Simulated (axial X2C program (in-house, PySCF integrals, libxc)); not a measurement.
## RbAs: from the spin-free to the two-component result

All values were computed with an in-house all-electron X2C program for linear molecules (integrals from PySCF). Spin-free means the one-electron spin-free X2C Hamiltonian; two-component (2c) means X2C with spin–orbit coupling and atomic mean-field two-electron Coulomb and Gaunt terms, so the difference of the two also holds small scalar two-electron terms. Basis: Rb dyall-cv3z [12s13p8d4f1g], As dyall-cv3z [9s9p6d4f1g] (cores contracted in-house); Gaussian nuclei, density fitting, unrestricted open shells. Masses: Rb 84.912 u, As 74.922 u.

Spin-free state: M_S = 1, Λ = 0 (beyond evenly filled blocks: π+α, π-α); fragments Rb + As.

```csv
level,Re (Å),ωe (cm⁻¹),De (eV),μ (D)
PBE0,3.240,130.2,1.239,-9.42
PBE50,3.225,135.8,1.191,-10.39
```

Dipoles are positive if As is the positive end.

Two-component determinant lowest at the distance of the search:

Ω = 1 (⟨Sz⟩ = 0.99, ⟨Lz⟩ = 0.01 at PBE0); fragments Rb + As.

| level | Re (Å) | ωe (cm⁻¹) | De (eV) | μ (D) |
| --- | --- | --- | --- | --- |
| PBE0 | 3.239 | 130.1 | 1.236 | -9.42 |
| PBE50 | 3.224 | 135.7 | 1.191 | -10.39 |

**Question.** From the two tables, how do the constants change at the PBE0 level (2c against spin-free)?

**Answer.** At the PBE0 level Re decreases by 0.001 Å and ωe is unchanged to within 0.2 cm⁻¹; De changes by -0.003 eV.

The state is a single determinant with fixed occupations, the lowest that a limited PBE0 search found. Dissociation energies refer to the lowest single-determinant-based atoms at the same level and basis. Density functionals use the spin component along the axis (collinear). Other states lie close and PBE0, whose exact exchange favours high spin, may order them wrongly; the determinant shown need not be the ground state. The nearest other spin-free determinant of the search, M_S = 1, Λ = 1, lies 0.49 eV up at the distance of the search. With several unpaired electrons one determinant need not be a pure state. Open-shell Ω = 0 determinants with evenly filled partner blocks cannot be reached by this program, so the Ω shown need not be the lowest component. This is the Ω = 1 component of a π² triplet; the 0⁺ component is not one determinant and can lie lowest.
